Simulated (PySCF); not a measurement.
SMILES S(C)(=O)(=O)[SiH2][SiH2][SiH3], CH$_{10}$O$_{2}$SSi$_{3}$

Molfile (atoms numbered from 1):
```
CH10O2SSi3
     RDKit          3D

 17 16  0  0  0  0  0  0  0  0999 V2000
   -2.7758   -0.6414    0.7536 C   0  0  0  0  0  0  0  0  0  0  0  0
   -1.0261   -0.3041    0.6104 S   0  0  0  0  0  6  0  0  0  0  0  0
   -0.3664   -1.5929    0.3261 O   0  0  0  0  0  0  0  0  0  0  0  0
   -0.6269    0.4726    1.7946 O   0  0  0  0  0  0  0  0  0  0  0  0
   -0.6089    0.9906   -1.1602 Si  0  0  0  0  0  4  0  0  0  0  0  0
    1.6963    1.2272   -0.8354 Si  0  0  0  0  0  4  0  0  0  0  0  0
    2.6381   -0.8010   -0.1079 Si  0  0  0  0  0  4  0  0  0  0  0  0
   -2.8626   -1.2885    1.6386 H   0  0  0  0  0  0  0  0  0  0  0  0
   -3.1181   -1.1710   -0.1445 H   0  0  0  0  0  0  0  0  0  0  0  0
   -3.3153    0.3011    0.9117 H   0  0  0  0  0  0  0  0  0  0  0  0
   -1.0101    0.2088   -2.3661 H   0  0  0  0  0  0  0  0  0  0  0  0
   -1.4464    2.2192   -1.0323 H   0  0  0  0  0  0  0  0  0  0  0  0
    2.2759    1.6348   -2.1552 H   0  0  0  0  0  0  0  0  0  0  0  0
    1.9014    2.3371    0.1422 H   0  0  0  0  0  0  0  0  0  0  0  0
    2.2577   -1.9010   -1.0374 H   0  0  0  0  0  0  0  0  0  0  0  0
    4.1212   -0.6003   -0.1917 H   0  0  0  0  0  0  0  0  0  0  0  0
    2.2591   -1.0794    1.3018 H   0  0  0  0  0  0  0  0  0  0  0  0
  1  2  1  0
  2  3  2  0
  2  4  2  0
  2  5  1  0
  5  6  1  0
  6  7  1  0
  1  8  1  0
  1  9  1  0
  1 10  1  0
  5 11  1  0
  5 12  1  0
  6 13  1  0
  6 14  1  0
  7 15  1  0
  7 16  1  0
  7 17  1  0
M  END
```

Theory: quadratic response mPW1PW91/def2-SVPD first hyperpolarisability, Taylor convention, gas phase (PySCF 2.14.0). Geometry: PBE0-D3(BJ)/def2-SVP.

(1) Give the tensor of the static β(0;0,0) in the axes of these coordinates.

Answers

(1) In au, Taylor convention; rows are the first index (the induced dipole):
```
      xx      yy      zz     xy     xz     yz
x  +91.8    +1.9    -2.3  -30.6  +42.8   +9.3
y  -30.6  -103.6   -60.4   +1.9   +9.3  +69.8
z  +42.8   +69.8  +168.8   +9.3   -2.3  -60.4
```
Norm of βᵢ = ⅓ Σⱼ (βᵢⱼⱼ + βⱼᵢⱼ + βⱼⱼᵢ): 354.1 au, hyper-Rayleigh value 131.8 au.
